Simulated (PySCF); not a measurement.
A GIAO shielding run with PySCF 2.14.0 with density-fitted response routines (density fitting, non-relativistic, gas phase) on SMILES [C@@H](C)(O)CCO[SiH2]F, C$_{4}$H$_{11}$FO$_{2}$Si:

```
$ OMP_NUM_THREADS=1 python probes_run.py task.json out

{"job": {"kind": "nmr", "xc": "PBE0", "basis": "pcSseg-1"}, "charge": 0, "multiplicity": 1}
C     -2.705221    -0.822168     0.448700
C     -1.202302    -0.560219     0.481562
O     -0.983026     0.539823     1.334422
C     -0.655836    -0.292715    -0.929879
C      0.869990    -0.293320    -0.979737
O      1.386542     0.737155    -0.170451
Si     2.858238     1.372870    -0.031292
F      3.893924     0.230761     0.432336
H     -3.213693     0.016255    -0.019980
H     -2.923567    -1.732686    -0.102051
H     -3.072103    -0.920740     1.466293
H     -0.691083    -1.450390     0.891343
H     -0.074843     0.840876     1.198391
H     -1.024379     0.679205    -1.263698
H     -1.019295    -1.059960    -1.614363
H      1.207955    -0.154252    -2.012654
H      1.261010    -1.251838    -0.618158
H      2.656391     2.285716     1.068783
H      3.421495     1.844878    -1.284655
```

Hardware: 1 thread of an Arm Neoverse V2, shared host. The job also computes population analyses, field gradients.

Problem. How large is the calculation?

Solution. 74 electrons, 198 basis functions and 1050 auxiliary functions.

Problem. How long does it take, and how much memory does it need?

Solution. 32 s of wall time, with 14 SCF cycles and 4 response iterations; peak memory 0.96 GiB. Times on a shared host scatter by some tens of per cent.
